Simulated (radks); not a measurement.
Results of a calculation; reference values are marked as such.
Task: Ba XV, 42 electrons, occupied as [Kr] 4d6. Level of theory: non-relativistic Kohn-Sham, PBE, spin-polarised, spherical densities, point nucleus; open shells are filled with parallel spins first (spin-orbit coupling, left out, can overturn this in heavy ions); relativity is left out, which matters for an element this heavy (a radial shooting solver on a logarithmic mesh with Libxc functionals). Some entries of the table are withheld. Estimate them.

orbital  occ.  eigenvalue (eV)  r(max) (bohr)
1s up       1        -35856.49        0.01797
1s down     1        -35856.47        0.01797
2s up       1        -5758.600        0.09903
2s down     1        -5756.424        0.09901
2p up       3        -5450.295        0.07731
2p down     3        -5448.669        0.07730
3s up       1        -1433.358         0.2797
3s down     1        -1432.336         0.2797
3p up       3        -1301.835         0.2663
3p down     3        -1300.694         0.2663
3d up       5        -1057.944         0.2153
3d down     5        -1056.182         0.2155
4s up       1        -485.7057         0.6410
4s down     1        -479.6183         0.6407
4p up       3        -435.9963         0.6502
4p down     3        -429.9685         0.6499
4d up       5              (1)         0.6636
4d down     1              (2)         0.6637
5s up       0        -230.4819            (3)
5s down     0        -227.9760            (4)
5p up       0        -211.0294          1.342
5p down     0        -208.6775          1.349

Result: 
(1) 4d up eigenvalue (eV): -348.5584
(2) 4d down eigenvalue (eV): -342.6820
(3) 5s up r(max) (bohr): 1.288
(4) 5s down r(max) (bohr): 1.294
